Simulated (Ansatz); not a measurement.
`CC1=CC(C(F)(F)F)=[O+][Ti-]([OH])([OH])([Cl])[O]1` + H–F → `CC1=CC(C(F)(F)F)=[O+][Ti-]([OH])([OH])([F])[O]1` + HCl  (ligand exchange at a Ti–Cl bond)

Computed with Ansatz on PBE0-D4/def2-TZVP structures; ΔE is electronic, products minus reactants. CCSD(T)/CBS is the MP2 limit (def2-TZVPP, def2-QZVPP) plus CCSD(T) − MP2 in def2-TZVPP, frozen cores. This one scheme is used for every species. DFT in def2-TZVPP. HSE06 is defined as in plane-wave codes. For Ti outer-core shells are correlated without core-valence functions, which leaves a few kJ/mol of doubt a bond. Scalar relativity is left out up to krypton. Each species was taken in one conformer, which may not be the lowest.

```
             level  ΔE (kJ/mol)  difference from CCSD(T)/CBS
           BLYP-D4        -20.1                        -11.5
            revPBE        -24.1                        -15.5
              BLYP        -29.7                        -21.1
             HSE06        -17.2                         -8.6
  CCSD(T)/def2-SVP        -29.3                        -20.7
SCS-MP2/def2-TZVPP        -12.0                         -3.4
   CCSD/def2-TZVPP        -19.7                        -11.1
SCS-MP2/def2-QZVPP         -9.7                         -1.1
      HF/CBS(def2)        -27.6                        -19.0
     MP2/CBS(def2)          1.6                         10.2
       CCSD(T)/CBS         -8.6                            0
```

Largest T1 diagnostic among the species: 0.021, so the coupled-cluster value is less sure than usual.

At CCSD(T), def2-SVP lies −20.7 kJ/mol from the extrapolated value and def2-TZVPP −4.6 kJ/mol. From PBE to PBE0 (25 % exact exchange), in def2-TZVPP and without D4, ΔE moves by +4.5 kJ/mol. Leaving LDA and LC-ωPBE aside and taking each functional with its dispersion term where it has one, the values, not all of them listed here, spread over 16.1 kJ/mol, from CAM-B3LYP-D4 to PBE-QIDH. LDA lies +4.0 kJ/mol from PBE without D4.
